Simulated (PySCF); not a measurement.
C8H8O.
SMILES: `C=CC1=C[C@@H]2C=C[C@H]1O2`

Level of theory: PySCF, TDDFT PBE0/def2-SVPD, vertical, gas phase, core orbitals frozen in the response. The structure is a single GFN2-xTB conformer in the gas phase; no vibrational or solvent corrections. Torsions of this conformer, `[CH2:1]=[CH:2][C:3]1=[CH:4][C@@H:5]2[CH:6]=[CH:7][C@H:8]1[O:9]2`: C1–C2–C3–C4 173°.

Q: What does the calculation give for the low-lying excited states?

A: 

| state | E (eV) | ν̃ (cm⁻¹) | f | \|μ\| (D) | main configurations (H = HOMO, L = LUMO) |
| --- | --- | --- | --- | --- | --- |
| S1 | 4.19 | 33760 | 0.076 | 2.19 | H→L (91%) |
| S2 | 5.06 | 40770 | 0.0001 | 0.08 | H-2→L (97%) |
| S3 | 5.13 | 41380 | 0.0027 | 0.37 | H-1→L (54%), H→L+1 (45%) |
| S4 | 5.72 | 46110 | 0.378 | 4.17 | H→L+1 (47%), H-1→L (34%) |
| S5 | 6.04 | 48730 | 0.012 | 0.71 | H→L+2 (97%) |
| S6 | 6.51 | 52520 | 0.0093 | 0.61 | H→L+3 (76%), H-3→L (8%) |
| S7 | 6.53 | 52710 | 0.015 | 0.77 | H→L+4 (48%), H-2→L+1 (24%), H-1→L+1 (22%) |
| S8 | 6.57 | 53010 | 0.016 | 0.81 | H→L+4 (41%), H-1→L+1 (24%), H-2→L+1 (15%) |

Triplets (Tamm–Dancoff): T1 2.53 eV, H→L (92%); T2 3.62 eV, H→L+1 (42%), H-1→L (39%), H-1→L+1 (8%); T3 4.79 eV, H-2→L (40%), H-3→L (22%), H-1→L+1 (13%).

The lowest singlet comes at 296 nm (404 kJ/mol) in the ultraviolet; it is of moderate strength; its leading configuration is HOMO→LUMO (91%). The most intense listed level is S4 at 5.72 eV (217 nm, f = 0.378), 1.53 eV above S1. Löwdin shares by element: HOMO carbon 64% or more (atoms not listed hold the other 36%); LUMO carbon 63% or more (atoms not listed hold the other 37%). The listed states span 2.39 eV, and the widest gap between neighbours is 0.87 eV (S1 to S2). Orbital energies (eV): HOMO-3 -9.04, HOMO-2 -7.85, HOMO-1 -7.57, HOMO -6.23, LUMO -1.30, LUMO+1 0.11, LUMO+2 0.86. Of the 8 states listed, 5 reach f = 0.01 and 1 stays under 0.0005. Only the lowest 8 singlets were computed, as vertical energies without vibronic structure.
